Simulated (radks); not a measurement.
The numbers below are computed, except where a source is named.
Spin polarisation of the 3d7 shell in Co. Start: [Ar] 3d(up 3.5, down 3.5) 4s2; electrons of 3d are moved from spin down to spin up, other shells keep equal spins. Code: a radial shooting solver on a logarithmic mesh with Libxc functionals. Model: scalar-relativistic Kohn-Sham, LDA (Slater exchange, Perdew-Wang correlation), spin-polarised, spherical densities, finite nucleus; Fermi nuclear charge, rms radius of each element as measured or else 0.836 A^(1/3) + 0.57 fm.

| moment (Bohr magnetons) | E - E(0) (eV) | e(3d up) (eV) | e(3d down) (eV) | 4s down minus up (eV) |
|---|---|---|---|---|
| 0 | 0.000 | -8.461 | -8.461 | 0.000 |
| 0.75 | -0.128 | -8.790 | -8.105 | 0.133 |
| 1.5 | -0.513 | -9.090 | -7.721 | 0.266 |
| 2.25 | -1.155 | -9.362 | -7.310 | 0.401 |
| 3 | -2.052 | -9.603 | -6.869 | 0.539 |

At moment 3 the spin-polarisation energy is -2.052 eV and the 3d exchange splitting 2.734 eV, that is 0.911 eV per Bohr magneton; E = -I m^2/4 would give I = 0.912 eV.
